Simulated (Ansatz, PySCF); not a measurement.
Species: sulfur trioxide, SO3, net charge 0, singlet state. 
Structure (B3LYP-D3(BJ)/def2-TZVP (Ansatz, a program for electronic structure) minimum search):
```xyz
4

O     -0.7068    -1.2388    -0.0328
S      0.0000     0.0000     0.0000
O     -0.7195     1.2319     0.0059
O      1.4264     0.0069     0.0269
```

Property: atomisation energy (electronic, to ground-state atoms), in eV. Correlated levels leave the core frozen unless marked. Open shells are spin-unrestricted. No spin-orbit coupling. No relativistic terms. The coupled-cluster limit lacks core correlation, which all-electron functionals hold. Basis-set limits of correlation are two-point, X^-3; Hartree-Fock from the larger set. The program attaches cautions to a run behind CCSD/STO-3G: large difference.

```json
[
 {"level": "PBE-D3(BJ)/def2-TZVPD", "program": "Ansatz + dftd3", "atomisation energy (eV)": "16.23"},
 {"level": "r2SCAN/def2-TZVPD", "program": "Ansatz", "atomisation energy (eV)": "[?]"},
 {"level": "B3LYP-D3(BJ)/def2-TZVPD", "program": "Ansatz + dftd3", "atomisation energy (eV)": "14.48"},
 {"level": "PBE0/6-31G*", "program": "Ansatz", "atomisation energy (eV)": "13.05"},
 {"level": "PBE0-D4/def2-TZVPD", "program": "Ansatz + dftd4", "atomisation energy (eV)": "14.72"},
 {"level": "PBE0/def2-TZVPD", "program": "Ansatz", "atomisation energy (eV)": "14.66"},
 {"level": "MN15/def2-TZVPD", "program": "PySCF", "atomisation energy (eV)": "[?]"},
 {"level": "SCS-MP2/cc-pV(D+d)Z", "program": "Ansatz", "atomisation energy (eV)": "12.34"},
 {"level": "CCSD/STO-3G", "program": "Ansatz", "atomisation energy (eV)": "-2.17"},
 {"level": "CCSD/6-31G", "program": "Ansatz", "atomisation energy (eV)": "[?]"},
 {"level": "CCSD(T)/CBS(cc-pV(T+d)Z,cc-pV(Q+d)Z)", "program": "Ansatz", "atomisation energy (eV)": "14.87"}
]
```

Fill in the missing entries.


- r2SCAN/def2-TZVPD, atomisation energy (eV): 15.22
- MN15/def2-TZVPD, atomisation energy (eV): 15.08
- CCSD/6-31G, atomisation energy (eV): 0.59
